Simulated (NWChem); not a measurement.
Si2H3F, singlet; SMILES F[Si][SiH3]

Program: NWChem. Low-valent species are run as closed-shell singlets; no triplet was tried in these runs. Structure relaxed at the PBE-D3(BJ)/def2-SVP level.

Taking TPSS/def2-QZVP as the yardstick, which of these has the fewest basis functions while keeping “highest occupied level (eV)” within 0.05 eV of it: TPSS/def2-SVPD; TPSS/def2-TZVPP; TPSS/def2-SVP; TPSS/def2-TZVP?

TPSS/def2-SVPD.
```json
[
 {"level": "TPSS/def2-SVP", "basis functions": "65", "highest occupied level (eV)": "-5.57", "relative time (rough)": "1"},
 {"level": "TPSS/def2-SVPD", "basis functions": "95", "highest occupied level (eV)": "-5.66", "relative time (rough)": "2"},
 {"level": "TPSS/def2-TZVP", "basis functions": "123", "highest occupied level (eV)": "-5.60", "relative time (rough)": "4"},
 {"level": "TPSS/def2-TZVPP", "basis functions": "157", "highest occupied level (eV)": "-5.61", "relative time (rough)": "6"},
 {"level": "TPSS/def2-QZVP", "basis functions": "287", "highest occupied level (eV)": "-5.63", "relative time (rough)": "30"}
]
```

The yardstick is one finite set, not the basis-set limit.
